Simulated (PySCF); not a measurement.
Ions at one geometry of [Hf(OH)2]2+

PySCF 2.14.0, RKS PBE0, Hf def2-SVP with ECP60, O def2-SVP, H def2-SVP; non-relativistic Hamiltonian with scalar-relativistic core potentials where named; density fitting; no spin-orbit coupling; singlets restricted, open shells unrestricted. The geometry is relaxed for charge +2, singlet, vacuum:

```xyz
5

Hf    0.0000    0.0000   -0.6396
O     1.4538   -0.0334    0.4403
H     2.0839   -0.0504    1.1930
O    -1.4538    0.0334    0.4403
H    -2.0839    0.0504    1.1930
```

Energies count from the relaxed state; an electron taken off or put on is at rest in vacuum. Charges and spins are Mulliken's.

| state | energy (eV) | spin squared | charge on Hf1 (e) | spin on Hf1 (e) | dipole about the centre of mass (D) |
| --- | --- | --- | --- | --- | --- |
| charge +2, singlet, vacuum | 0.00 | 0.00 | 1.83 | 0.00 | 0.14 |
| charge +1, doublet, vacuum | -12.93 | 0.75 | 1.12 | 1.07 | 0.34 |

Question: What does the state charge +3, doublet, vacuum give?

Answer: energy (eV) 23.99, spin squared 0.79, charge on Hf1 (e) 2.16, spin on Hf1 (e) -0.20, dipole about the centre of mass (D) 2.87.

With an electron taken off (doublet) the charges change, summed by element, by Hf +0.33 e, O +0.53 e, H +0.14 e. The vertical ionisation energy is 23.99 eV, against −ε(HOMO) = 21.47 eV of the relaxed state. The level lies 2.5 eV too high, as is usual for semilocal functionals and global hybrids, which keep a self-interaction error.

With an electron put on (doublet) the charges change, summed by element, by Hf -0.72 e, O -0.17 e, H -0.11 e. The vertical electron affinity is 12.93 eV, against −ε(LUMO) = 15.00 eV of the relaxed state.

Open shells may have lower solutions than those found.
